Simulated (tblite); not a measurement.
Question: What does the GFN2-xTB structure of InChI=1S/C6H8N4/c1-3-10-5(2)6(4-7)8-9-10/h3H2,1-2H3 look like in three dimensions?

Answer: 
```
atom  x, y, z in Å
C1     2.3727   -0.1230   -0.5307
C2     1.4953   -0.5587    0.6396
N3     0.3037    0.2412    0.7193
N4     0.2747    1.3577    1.4503
N5    -0.8603    1.9114    1.3312
C6    -1.6317    1.1643    0.4999
C7    -2.9506    1.4811    0.1420
N8    -4.0287    1.7029   -0.1781
C9    -0.8797    0.0663    0.0887
C10   -1.2151   -1.0727   -0.7928
H11    1.8524   -0.2479   -1.4776
H12    3.2796   -0.7205   -0.5515
H13    2.6450    0.9236   -0.4192
H14    2.0345   -0.4176    1.5788
H15    1.2089   -1.6090    0.5402
H16   -0.5523   -1.1033   -1.6576
H17   -1.1164   -2.0163   -0.2546
H18   -2.2408   -0.9733   -1.1395
```

Any rigid rotation of these coordinates is as good. Atoms count from 1 in this order. The 5-membered ring N3–N4–N5–C6–C9 has internal angles of 103.5° to 110.2°; it is planar, 0.00 Å rms from its mean plane, widest ring torsion 0°. Of the pairs four or more bonds apart, C10···H15 is among the closest relative to their van der Waals radii: 2.82 Å, 97 % of the sum of Bondi's values. The C–C distances run from 1.393 Å (C6–C9, aromatic) to 1.526 Å (C1–C2, drawn single), a spread of 0.133 Å. The C–N distances run from 1.146 Å (C7≡N8, drawn triple) to 1.437 Å (C2–N3, drawn single), a spread of 0.291 Å.

Bonds between heavy atoms (Å): C1–C2 1.526, C2–N3 1.437, N3–N4 1.335, N4–N5 1.268, N5–C6 1.358, C6–C7 1.403, C7≡N8 1.146, C6–C9 1.393, C9–C10 1.479, N3–C9 1.352.

The geometry is computed with GFN2-xTB (gas phase).

Point group: C1 (no symmetry element, even within 0.4 Å). Its GFN2-xTB frequencies are all real (lowest 54 cm⁻¹). One conformer, not necessarily the lowest (C1–C2–N3–N4 -91°). 3 starts were optimised and ended at 0.00, 0.00 and 0.02 kcal/mol (GFN2-xTB); the lowest of these is shown.

Hardware: Arm Neoverse N1, one thread (shared host). Cost: 1.4 s of wall time. This is the geometry optimisation.
